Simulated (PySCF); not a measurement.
# 33S chemical shifts

Rapidly exchanging positions averaged, gas phase, single conformer, relativity neglected. Shielding tensors at PBE0/pcSseg-1 (GIAO); structure optimised with GFN2-xTB; PySCF 2.14.0 with density-fitted response routines.

Shieldings were converted by a linear fit to measured shifts: 33S (scatter 33.3 ppm rms vs sulfate, solution or neat liquid). Occasional misses reach two or three times the rms, and more in compound classes unlike the fitted ones.

**Question.** Give the 33S shifts of `C=C(C)S[SiH](F)F`.

**Answer.** 
| compound | environment | δ (ppm) |
| --- | --- | --- |
| C=C(C)S[SiH](F)F | sulfur bonded to C, Si | -307 |

**Question.** Order these by 33S shift, lowest first.
A. C=C[Si@@H](O)SC[SiH2]C
B. [SiH3][C@@H](O[SiH2]S)C1CC1
C. CC(=S)O[SiH2]CC[SiH3]
D. C=C([SiH3])SC(F)F
E. CS/C(=C\F)[SiH2]F

**Answer.** B (-541 ppm, sulfur bonded to Si, H), A (-476 ppm, sulfur bonded to C, Si), E (-322 ppm, sulfide sulfur), D (-151 ppm, sulfide sulfur), C (119 ppm, thione sulfur).
